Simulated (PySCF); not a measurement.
norbornadiene (C7H8), SMILES C1=CC2CC1C=C2. Atoms are numbered in the order given.

```xyz
15

C      0.6683    -1.2396     0.5210
C     -0.6683    -1.2396     0.5210
C     -1.1192     0.0000    -0.2755
C     -0.6683     1.2396     0.5210
C      0.6683     1.2396     0.5210
C      1.1192     0.0000    -0.2755
C      0.0000     0.0000    -1.3523
H      1.3401    -1.9353     1.0276
H     -1.3401    -1.9353     1.0276
H     -2.1622     0.0000    -0.6194
H     -1.3401     1.9353     1.0276
H      1.3401     1.9353     1.0276
H      2.1622     0.0000    -0.6194
H      0.0000     0.9056    -1.9782
H      0.0000    -0.9056    -1.9782
```
Charge 0, spin multiplicity 1.

Geometry: ωB97X-D3(BJ)/def2-SVP. The values are those of a single conformer.

Level of theory: M06-2X/def2-TZVP (PySCF).

Symmetry labels are those of the subgroup C2v that the program uses (full group C2v).

Computed valence orbital energies around the gap with their symmetry:
```csv
orbital,symmetry,energy (eV)
HOMO−7,A1,-12.24
HOMO−6,A1,-11.62
HOMO−5,B1,-11.60
HOMO−4,B2,-11.06
HOMO−3,B1,-10.63
HOMO−2,A2,-10.44
HOMO−1,A1,-8.48
HOMO,B2,-7.67
LUMO,B1,0.53
LUMO+1,A2,2.01
LUMO+2,A1,2.26
LUMO+3,B1,2.94
```
